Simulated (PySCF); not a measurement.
Calculation: B3LYP-D3(BJ)/def2-TZVP run with PySCF. All species are isolated molecules in the gas phase. One relaxed conformer stands for a flexible species; it need not be the lowest. B3LYP has the VWN-RPA correlation part, as in Gaussian. Delta-SCF ions had no search for a lower state. 

Reference species (SMILES): `B(BC)B` (neutral, multiplicity 1).

- vertical ionisation energy (Delta-SCF) = 10.00 eV
- HOMO = -7.68 eV
- HOMO–LUMO gap = 5.89 eV

Changed species: `BB(B)C`.

Q: Give the shifts of the vertical ionisation energy (Delta-SCF), HOMO and HOMO–LUMO gap.

A: the vertical ionisation energy (Delta-SCF) decreases by 0.24 eV, to 9.76 eV; the HOMO rises by 0.25 eV, to -7.43 eV; the HOMO–LUMO gap falls by 0.77 eV, to 5.12 eV.
